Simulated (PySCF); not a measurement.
Cost of excited-state runs on SMILES CS(=O)(=O)c1ccc(Cc2ccccc2)cc1, C₁₄H₁₄O₂S

Atoms are numbered as in `[CH3:1][S:2](=[O:3])(=[O:4])[c:5]1[cH:6][cH:7][c:8]([CH2:9][c:10]2[cH:11][cH:12][cH:13][cH:14][cH:15]2)[cH:16][cH:17]1` (H(Xn): hydrogen on atom n).

PySCF with density fitting, on 1 thread of an Intel Xeon, shared host. Command: `OMP_NUM_THREADS=1 python excited_run.py task.json out`

Question: How long does each of these runs take, and how much memory?
- excited states, CAM-B3LYP/def2-SVP; Tamm-Dancoff; spin-orbit couplings; 6 states; 5 triplets; quadratic response for 4 states; IEF-PCM acetonitrile
- excited states, CAM-B3LYP/def2-SVP; Tamm-Dancoff; spin-orbit couplings; 6 states; 5 triplets; quadratic response for 4 states

Answer: 
```tsv
run	level	basis functions	wall time	peak memory (GiB)
excited states	CAM-B3LYP/def2-SVP	312	5.3 min	2.3
excited states	CAM-B3LYP/def2-SVP	312	4.8 min	1.9
```
Times from a shared host are rough.
